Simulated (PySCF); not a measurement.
# Basis-set dependence of population analyses: `C#CC[C@@H]1C[SiH2]1`

Compound: C5H8Si.
Atom-mapped SMILES: `[CH:1]#[C:2][CH2:3][C@@H:4]1[CH2:5][SiH2:6]1` (hydrogens: H7 on C1; H8, H9 on C3; H10 on C4; H11, H12 on C5; H13, H14 on Si6)

Structure used (PBE0-D3(BJ)/def2-SVP), in Å, numbered top down from 1:
```xyz
14
C5H8Si angstrom
C      3.0028   -0.5936    0.6533
C      1.8043   -0.5649    0.8239
C      0.3598   -0.5170    1.0131
C     -0.3238    0.5600    0.1875
C     -1.8469    0.4726    0.0064
Si    -0.8728    0.2753   -1.5727
H      4.0661   -0.6183    0.5040
H     -0.0652   -1.5065    0.7664
H      0.1410   -0.3607    2.0859
H      0.0480    1.5683    0.4099
H     -2.3307   -0.4182    0.4251
H     -2.4254    1.3846    0.1885
H     -0.7406   -1.0889   -2.1421
H     -0.8209    1.3917   -2.5480
```

PBE0 throughout (PySCF), one geometry, spherical d and f functions. One conformer (not necessarily the lowest) at the PBE0-D3(BJ)/def2-SVP geometry, without solvent, vibrations or thermal averaging. The first 7 of 14 kinds of atom are listed.

Mulliken charges (e):

```json
{"basis": "STO-3G", "functions": "42", "C1": "-0.154", "C2": "-0.042", "C3": "-0.157", "C4": "-0.210", "C5": "-0.310", "Si6": "+0.538", "H7": "+0.114"}
{"basis": "6-31G", "functions": "74", "C1": "-0.482", "C2": "+0.159", "C3": "-0.355", "C4": "-0.424", "C5": "-0.586", "Si6": "+0.596", "H7": "+0.272"}
{"basis": "pcSseg-0", "functions": "74", "C1": "-0.325", "C2": "-0.071", "C3": "-0.390", "C4": "-0.745", "C5": "-0.827", "Si6": "+0.814", "H7": "+0.272"}
{"basis": "6-31G*", "functions": "104", "C1": "-0.509", "C2": "+0.303", "C3": "-0.460", "C4": "-0.291", "C5": "-0.535", "Si6": "+0.342", "H7": "+0.231"}
{"basis": "cc-pVDZ", "functions": "128", "C1": "-0.435", "C2": "+0.311", "C3": "+0.015", "C4": "-0.207", "C5": "-0.130", "Si6": "+0.196", "H7": "+0.003"}
{"basis": "def2-SVP", "functions": "128", "C1": "-0.461", "C2": "+0.259", "C3": "+0.114", "C4": "-0.335", "C5": "-0.202", "Si6": "+0.324", "H7": "+0.040"}
{"basis": "aug-cc-pVDZ", "functions": "214", "C1": "+0.898", "C2": "-0.345", "C3": "+0.083", "C4": "+0.827", "C5": "+0.804", "Si6": "-0.610", "H7": "-0.658"}
{"basis": "6-311+G(2d,p)", "functions": "218", "C1": "-0.886", "C2": "+1.670", "C3": "-1.562", "C4": "+0.205", "C5": "-0.667", "Si6": "+0.428", "H7": "+0.155"}
{"basis": "def2-TZVP", "functions": "240", "C1": "-0.153", "C2": "-0.027", "C3": "-0.305", "C4": "-0.158", "C5": "-0.335", "Si6": "+0.157", "H7": "+0.173"}
{"basis": "cc-pVTZ", "functions": "296", "C1": "-0.222", "C2": "-0.005", "C3": "-0.157", "C4": "-0.158", "C5": "-0.292", "Si6": "+0.156", "H7": "+0.147"}
{"basis": "IGLO-III", "functions": "299", "C1": "-0.189", "C2": "-0.026", "C3": "-0.258", "C4": "-0.222", "C5": "-0.484", "Si6": "+0.715", "H7": "+0.145"}
```

IAO charges (e):

| basis | functions | C1 | C2 | C3 | C4 | C5 | Si6 | H7 |
| --- | --- | --- | --- | --- | --- | --- | --- | --- |
| STO-3G | 42 | -0.181 | -0.037 | -0.273 | -0.362 | -0.505 | +0.715 | +0.157 |
| 6-31G | 74 | -0.250 | -0.022 | -0.268 | -0.325 | -0.510 | +0.491 | +0.198 |
| pcSseg-0 | 74 | -0.238 | -0.022 | -0.269 | -0.350 | -0.519 | +0.519 | +0.188 |
| 6-31G* | 104 | -0.244 | -0.024 | -0.256 | -0.339 | -0.518 | +0.599 | +0.193 |
| cc-pVDZ | 128 | -0.254 | -0.021 | -0.258 | -0.338 | -0.521 | +0.594 | +0.196 |
| def2-SVP | 128 | -0.247 | -0.019 | -0.255 | -0.340 | -0.516 | +0.616 | +0.190 |
| aug-cc-pVDZ | 214 | -0.266 | -0.019 | -0.262 | -0.343 | -0.531 | +0.596 | +0.202 |
| 6-311+G(2d,p) | 218 | -0.266 | -0.019 | -0.264 | -0.352 | -0.541 | +0.631 | +0.202 |
| def2-TZVP | 240 | -0.265 | -0.019 | -0.262 | -0.355 | -0.543 | +0.638 | +0.202 |
| cc-pVTZ | 296 | -0.264 | -0.019 | -0.263 | -0.351 | -0.540 | +0.623 | +0.202 |
| IGLO-III | 299 | -0.267 | -0.019 | -0.264 | -0.355 | -0.544 | +0.640 | +0.202 |

Which scheme is steadiest as the basis changes?

Largest range over the bases for any column: IAO 0.22 e, Mulliken 2.01 e. IAO charges move least and Mulliken charges most, counted in e. Without the minimal STO-3G basis the ranges are IAO 0.15, Mulliken 2.01 e.

How much do the charges still move between the two largest bases, cc-pVTZ and IGLO-III?

At most, over all atoms: Mulliken 0.558 e, IAO 0.016 e.

What do the same runs give for the total energy, the frontier levels and the dipole moment?

```tsv
basis	energy (Eh)	HOMO (eV)	LUMO (eV)	μ (D)
STO-3G	-478.6656	-4.71	5.31	1.00
6-31G	-484.2578	-6.80	0.79	0.68
pcSseg-0	-483.5832	-7.14	0.67	0.62
6-31G*	-484.3308	-6.67	0.67	0.67
cc-pVDZ	-484.3625	-6.78	0.63	0.70
def2-SVP	-484.1260	-6.83	0.64	0.68
aug-cc-pVDZ	-484.3733	-6.85	-0.12	0.77
6-311+G(2d,p)	-484.4182	-6.87	-0.08	0.77
def2-TZVP	-484.4351	-6.85	0.18	0.76
cc-pVTZ	-484.4334	-6.84	0.32	0.75
IGLO-III	-484.4402	-6.86	0.28	0.79
```

The dipole is fixed by the density alone, so its range of 0.38 D shows that the density itself changes with the basis, not only its division among atoms.
